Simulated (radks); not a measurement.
Excited configurations of the krypton ion Kr+: one electron is placed in a higher orbital outside [Ar] 3d10 4s2 4p4. The ground configuration is [Ar] 3d10 4s2 4p5. Method: Dirac Kohn-Sham, PBE, spin-unpolarised, spherical densities, finite nucleus; open shells fill j = l - 1/2 first; Fermi nuclear charge, rms radius 4.1884 fm; computed with a radial shooting solver on a logarithmic mesh with Libxc functionals. Excitation = E - E(ground); binding = E(ion) - E, where the ion is the core of charge +2; n* = 2/sqrt(2 binding) in atomic units, and the quantum defect is n - n*.

| outer orbital | excitation (eV) | binding (eV) | quantum defect | eigenvalue (eV) | <r> (bohr) |
|---|---|---|---|---|---|
| 4d3/2 | 16.303 | 8.585 | 1.482 | -5.326 | 3.375 |
| 4f5/2 | 21.359 | 3.528 | 0.073 | -2.490 | 8.564 |
| 5s1/2 | 14.688 | 10.199 | 2.690 | -7.773 | 4.193 |
| 5d3/2 | 20.381 | 4.507 | 1.525 | -3.388 | 7.936 |
| 5f5/2 | 22.493 | 2.395 | 0.233 | -1.803 | 14.54 |
| 6s1/2 | 19.768 | 5.120 | 2.740 | -4.051 | 8.300 |
| 6p1/2 | 20.698 | 4.189 | 2.396 | -3.280 | 9.712 |
| 7s1/2 | 21.809 | 3.079 | 2.796 | -2.481 | 13.79 |
| 7p1/2 | 22.248 | 2.639 | 2.459 | -2.116 | 15.69 |

The Delta-SCF ionisation energy is 24.888 eV (NIST Atomic Spectra Database: 24.360 eV, measured). Self-interaction in the functional shifts the binding energies and quantum defects, so they are the method's values and not measured ones. Spin polarisation and multiplet splitting are left out, so open shells lie too high by an amount that depends on their filling.

Beside tabulated values, note that spin-unpolarised runs miss the spin-polarisation part of the exchange energy of open shells.
